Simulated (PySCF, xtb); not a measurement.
Ge(OMe)(SiH3) (CH6GeOSi), SMILES [SiH3][Ge][O]C (connectivity only; charge and spin as stated), neutral, multiplicity 1.

GFN2-xTB (xtb) at its own geometry gives an orbital gap of 2.05 eV and a dipole moment of 0.84 D.

The structure is a stationary point at B3LYP-D3(BJ)/def2-SVP. The structure was generated by enumeration; whether it is a known compound was not checked. The values are those of a single conformer.

**Question.** What does PySCF with r2SCAN/def2-TZVP give? (An estimate is asked for; the answer gives what the named calculation found.)

**Answer.** gap 2.26 eV (levels -5.54 and -3.28 eV), dipole 0.73 D.
